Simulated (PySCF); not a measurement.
Ground-state electric properties of a mixed set of molecules.

All values: wB97X-D/def2-SVPD (PySCF) at PBE0-D3(BJ)/def2-SVP geometries, gas phase, one conformer each. Core orbitals are frozen in the response; Δα² is half the sum of the squared differences of the principal polarisabilities. The calculation is non-relativistic, for selenium too.

**Question.** Rank by HOMO–LUMO gap, lowest first.
A. `C=C([SiH2]N)C(F)(F)F`
B. `FCC(C)=[Se]`
C. `C=C(F)[Se]C`
D. `C[Si@H](N=C)C(F)(F)F`
E. `FC1C[Se]C1`

**Answer.** B (7.45 eV), E (9.28 eV), C (9.56 eV), D (9.94 eV), A (10.46 eV).

**Question.** Rank by polarisability anisotropy Δα, lowest first.
A. `[CH2:1]=[N:2][Si@@H:3]([CH3:4])[C:5]([F:6])([F:7])[F:8]` with C1–N2–Si3–C4 125°
B. `[F:1][CH:2]1[CH2:3][Se:4][CH2:5]1` with F1–C2–C3–Se4 -149°, C2–C3–Se4–C5 21°, C3–Se4–C5–C2 -21°, F1–C2–C5–Se4 149°
C. `[CH3:1][C:2](=[Se:3])[CH2:4][F:5]` with C1–C2–C4–F5 -1°

**Answer.** B (2.30 Å³), A (3.09 Å³), C (4.97 Å³).

**Question.** Rank by dipole moment, lowest first.
A. `[F:1][CH:2]1[CH2:3][Se:4][CH2:5]1` with F1–C2–C3–Se4 -149°, C2–C3–Se4–C5 21°, C3–Se4–C5–C2 -21°, F1–C2–C5–Se4 149°
B. `[CH2:1]=[N:2][Si@@H:3]([CH3:4])[C:5]([F:6])([F:7])[F:8]` with C1–N2–Si3–C4 125°
C. `[CH2:1]=[C:2]([F:3])[Se:4][CH3:5]` with C1–C2–Se4–C5 141°

**Answer.** A (0.41 D), C (1.03 D), B (3.44 D).

All values together:

```csv
SMILES,formula,μ (D),HOMO (eV),LUMO (eV),α (Å³),Δα (Å³),electrons,α per electron (Å³),ΔSCF removal energy (eV)
FC1C[Se]C1,C3H5FSe,0.41,-8.32,0.95,9.24,2.30,66,0.140,8.74
CC(=[Se])CF,C3H5FSe,1.07,-8.26,-0.80,10.17,4.97,66,0.154,8.60
C=C(F)[Se]C,C3H5FSe,1.03,-8.26,1.31,10.03,4.97,66,0.152,8.57
C=N[Si@@H](C)C(F)(F)F,C3H6F3NSi,3.44,-9.42,0.53,10.77,3.09,72,0.150,9.71
C=C([SiH2]N)C(F)(F)F,C3H6F3NSi,3.40,-9.73,0.73,10.75,2.89,72,0.149,10.09
```

Conformers: `[F:1][CH:2]1[CH2:3][Se:4][CH2:5]1` with F1–C2–C3–Se4 -149°, C2–C3–Se4–C5 21°, C3–Se4–C5–C2 -21°, F1–C2–C5–Se4 149°; `[CH3:1][C:2](=[Se:3])[CH2:4][F:5]` with C1–C2–C4–F5 -1°; `[CH2:1]=[C:2]([F:3])[Se:4][CH3:5]` with C1–C2–Se4–C5 141°; `[CH2:1]=[N:2][Si@@H:3]([CH3:4])[C:5]([F:6])([F:7])[F:8]` with C1–N2–Si3–C4 125°; `[CH2:1]=[C:2]([SiH2:3][NH2:4])[C:5]([F:6])([F:7])[F:8]` with C1–C2–Si3–N4 21°, C2–Si3–N4–H 71° and -147°.

**Question.** By how much does the ΔSCF value exceed −ε(HOMO) over the species that have both?

**Answer.** By 0.30 to 0.41 eV, 0.34 eV on average, over 5 species.
